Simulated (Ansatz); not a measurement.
The cluster CdCl₂, relaxed as a triplet with UKS r2SCAN-D4/def2-TZVP in Ansatz, starting from the r2SCAN-D4/def2-TZVP geometry of the neutral singlet. Force threshold 0.02 eV/Å.

In the def2 sets Cd takes a core potential; there is no spin–orbit coupling. In the triplet, Cl2 and Cl3 lie 2.71 Å apart (atoms count from 1), so these atoms are partly bonded to each other. At r2SCAN-D4/def2-TZVP a singlet of charge 0 lies 2.90 eV below the triplet, each at its own geometry. The structure comes from a short search, and lower isomers may exist.

Start:

```xyz
3

Cd   -0.005   -0.002    0.001
Cl    0.455   -1.996   -0.963
Cl   -0.450    1.998    0.963
```

Task: Estimate the energy that the relaxation releases and the steps that it takes.

Result: 43.5 kcal/mol, in 20 steps; 40 s on 4 threads of Arm Neoverse V2 on a shared host. No frequencies were taken in this run, so the end may be a saddle point.

Task: Does the start keep its bonding and symmetry?

Result: By distances, no bond broke or formed. The bond that changes most is Cd1–Cl3, from 2.26 to 2.56 Å (atoms count from 1). Point group D∞h at the start, C2v at the end, both within 0.05 Å.

Task: Predict the relaxed structure.

Result: 
Cartesian coordinates in Å:
```
Cd -1.3651 -0.4195 0.2287
Cl 0.9535 -0.9865 -0.6912
Cl 0.4116 1.4060 0.4625
```
Bond lengths: 2 × Cd–Cl 2.56 Å.
